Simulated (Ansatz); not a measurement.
Basis-set series for CH5NSn (`[CH3][Sn][NH2]`). Charge 0, multiplicity 1. Sn: def2 effective core potential. The geometry is a stationary point of PBE0-D4/def2-TZVP. It is one conformer, not always the lowest.

```tsv
functional	basis	functions	energy (Eh)	HOMO (eV)	LUMO (eV)
PBE0-D4	def2-TZVPP	182	-310.11167	-6.16	-1.67
PBE0-D4	def2-QZVPP	346	-310.11963	-6.19	-1.71
ωB97M-V	def2-TZVPP	182	-310.11938	-8.24	0.03
ωB97M-V	def2-QZVPP	346	-310.12727	-8.27	-0.05
```

Task: Give the rows for def2-SVP. (Best estimate.)

Result: Computed: 
| functional | basis | functions | energy (Eh) | HOMO (eV) | LUMO (eV) |
| --- | --- | --- | --- | --- | --- |
| PBE0-D4 | def2-SVP | 79 | -309.98583 | -6.05 | -1.50 |
| ωB97M-V | def2-SVP | 79 | -309.98684 | -8.11 | 0.31 |

Positive LUMOs are unbound and depend on the basis.
